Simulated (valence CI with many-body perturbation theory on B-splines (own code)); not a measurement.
The numbers below are computed, except where a source is named.
## Fe12+: what the settings do

Level of theory: configuration interaction combined with many-body perturbation theory (CI+MBPT): four valence electrons over a frozen Dirac-Fock core [Ne], a basis of 6 s, 6 p, 5 d, 3 f, 1 g functions for each j, with the one-electron correlation potential Σ1 (screened to all orders), the two-electron term Σ2, the three-electron term Σ3, Breit, model QED; selected single and double excitations, second order for the rest, scaled by the run's own slope (own B-spline code, finite nucleus).

No measured spectrum was set against this ion. As an estimate, levels of excited configurations hold to 0.05 to 0.15 % of their energy, terms of the ground configuration to about 0.5 %.

The reference run has the lowest level 3s2 3p2 3P_0 and an ionisation energy of 359.715 eV. Its largest variational space holds 10002 state functions.

Names give the largest LS component (configuration and term), which can be under half, so a name can repeat, a term be missing and a line seem to break the LS rules; names also repeat where a configuration has a term twice.

Changed runs:
A. size limit of the variational space 10000 → 3000; highest l in the core sums 6 → 4
B. hole-hole ladder in Σ2 on → off
C. Breit term on → off
D. factor on the speed of light 1 → 1.1 (bad on purpose)

Excitation energies of the reference run in cm⁻¹, and shifts in cm⁻¹:

```csv
Level,Reference,A,B,C,D
3s2 3p2 3P_1,9289,+0.4,-3.4,+317,-2029
3s2 3p2 3P_2,18583,+1.0,-1.1,+569,-3268
3s2 3p2 1D_2,48336,-0.6,+25,+679,-3961
3s2 3p2 1S_0,91984,-1.3,+58,+617,-4146
3s 3p3 5S°_2,214172,-23,-61,+298,-5677
3s 3p3 3D°_1,287201,-42,+15,+284,-5190
3s 3p3 3D°_2,287356,-41,+15,+316,-5220
3s 3p3 3D°_3,290194,-41,+14,+564,-6024
3s 3p3 3P°_0,329126,-41,+40,+365,-6068
3s 3p3 3P°_1,329847,-42,+38,+472,-6306
3s 3p3 3P°_2,330474,-44,+36,+542,-6480
3s 3p3 1D°_2,362510,-83,+16,+827,-6087
Ionisation energy (eV),359.715,+0.010,-0.016,+0.133,-0.242
```
